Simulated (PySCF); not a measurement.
## Ag2+: what the settings change

The free ion Ag2+ in its d9 configuration.

Method (PySCF 2.14, density fitting): CASSCF(9,5) with orbitals averaged over all microstates of the shell, strongly contracted NEVPT2 on the averaged canonical orbitals; basis x2c-TZVPall; spin-free X2C; gas phase; spin-orbit coupling by state interaction with the mean-field operator over all roots.

Base run: NEVPT2 ground state 2D, ζ 1770 cm⁻¹, μeff(300 K) 3.56 μB.

(1) What happens with CASSCF energies alone?

Results:

(1) CASSCF ground state 2D, ζ 1770 cm⁻¹, μeff(300 K) 3.56 μB.
